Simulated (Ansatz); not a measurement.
Z-matrix (Å, degrees):
```
C
N 1 1.434
N 1 1.450 2 109.9
H 1 1.099 2 112.5 3 -119.0
H 1 1.103 2 107.0 3 124.4
Si 2 1.715 1 125.7 3 -138.0
H 2 1.009 1 112.8 3 53.2
H 3 1.013 1 110.1 2 65.5
H 3 1.013 1 111.1 2 -174.6
N 6 1.717 2 120.9 1 -72.1
H 6 1.485 2 104.1 1 167.5
H 6 1.487 2 106.9 1 46.1
H 10 1.007 6 121.9 2 -66.9
H 10 1.007 6 120.8 2 83.7
```

The species carries charge 0 and has multiplicity 1.

List the PBE/def2-TZVPP orbital energies in eV (the Gaussian-basis code of Ansatz). (An estimate is asked.)

Ansatz gave: Occupied: -1779.40, -379.95, -379.80, -379.70, -270.23, -137.05, -93.80, -93.79, -93.78, -22.71, -20.88, -20.50, -15.66, -13.29, -12.49, -11.89, -11.57, -10.43, -10.13, -9.19, -8.59, -7.80, -6.17, -5.70, -5.25. Lowest empty: -0.05, 0.47, 0.92, 1.37, 1.53, 1.70, 2.01, 2.14.
